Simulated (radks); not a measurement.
Values are calculated unless marked as measured or tabulated.
Species: Er IV. Configuration: [Xe] 4f11. Level of theory: Dirac Kohn-Sham, BLYP, spin-unpolarised, spherical densities, point nucleus; open shells fill j = l - 1/2 first (a radial shooting solver on a logarithmic mesh with Libxc functionals).

Normalised radial functions P(r) = r R(r) (large component), r in bohr:

| r | 5p3/2 | 4f7/2 |
|---|---|---|
| 0.001329 | 0.0013 | 0.0000 |
| 0.001535 | 0.0017 | 0.0000 |
| 0.001772 | 0.0022 | 0.0000 |
| 0.002047 | 0.0029 | 0.0000 |
| 0.002383 | 0.0038 | 0.0000 |
| 0.002752 | 0.0050 | 0.0000 |
| 0.003178 | 0.0065 | 0.0000 |
| 0.00367 | 0.0085 | 0.0000 |
| 0.004239 | 0.0110 | 0.0000 |
| 0.004934 | 0.0144 | 0.0000 |
| 0.005699 | 0.0186 | 0.0000 |
| 0.006581 | 0.0238 | 0.0000 |
| 0.007601 | 0.0304 | 0.0000 |
| 0.008849 | 0.0391 | 0.0000 |
| 0.01022 | 0.0492 | 0.0000 |
| 0.0118 | 0.0615 | 0.0001 |
| 0.01363 | 0.0762 | 0.0001 |
| 0.01574 | 0.0933 | 0.0002 |
| 0.01832 | 0.1141 | 0.0004 |
| 0.02116 | 0.1360 | 0.0007 |
| 0.02444 | 0.1591 | 0.0011 |
| 0.02823 | 0.1822 | 0.0019 |
| 0.0326 | 0.2033 | 0.0031 |
| 0.03795 | 0.2200 | 0.0053 |
| 0.04383 | 0.2269 | 0.0086 |
| 0.05062 | 0.2208 | 0.0137 |
| 0.05845 | 0.1973 | 0.0217 |
| 0.06751 | 0.1529 | 0.0339 |
| 0.07859 | 0.0820 | 0.0532 |
| 0.09076 | -0.0056 | 0.0799 |
| 0.1048 | -0.1055 | 0.1177 |
| 0.1211 | -0.2044 | 0.1694 |
| 0.1398 | -0.2839 | 0.2379 |
| 0.1628 | -0.3238 | 0.3307 |
| 0.188 | -0.3005 | 0.4382 |
| 0.2171 | -0.2085 | 0.5625 |
| 0.2507 | -0.0544 | 0.6977 |
| 0.2895 | 0.1364 | 0.8345 |
| 0.3371 | 0.3309 | 0.9669 |
| 0.3893 | 0.4567 | 1.0669 |
| 0.4496 | 0.4819 | 1.1292 |
| 0.5192 | 0.3853 | 1.1459 |
| 0.5996 | 0.1763 | 1.1162 |
| 0.698 | -0.1249 | 1.0410 |
| 0.8061 | -0.4294 | 0.9383 |
| 0.931 | -0.6951 | 0.8168 |
| 1.075 | -0.8779 | 0.6873 |
| 1.252 | -0.9555 | 0.5521 |
| 1.446 | -0.9208 | 0.4325 |
| 1.669 | -0.8031 | 0.3261 |
| 1.928 | -0.6367 | 0.2357 |
| 2.227 | -0.4583 | 0.1625 |
| 2.592 | -0.2901 | 0.1033 |
| 2.994 | -0.1678 | 0.0629 |
| 3.457 | -0.0853 | 0.0352 |
| 3.993 | -0.0372 | 0.0177 |
| 4.611 | -0.0137 | 0.0079 |
| 5.368 | -0.0039 | 0.0029 |
| 6.2 | -0.0009 | 0.0009 |
| 7.16 | -0.0002 | 0.0002 |

5p3/2: eigenvalue -53.458 eV, 3 radial nodes at r = 0.0900, 0.262, 0.657 bohr, <r> = 1.47 bohr, 90 % of the charge inside 2.14 bohr. 4f7/2: eigenvalue -34.611 eV, 0 radial nodes, <r> = 0.774 bohr, 90 % of the charge inside 1.33 bohr.
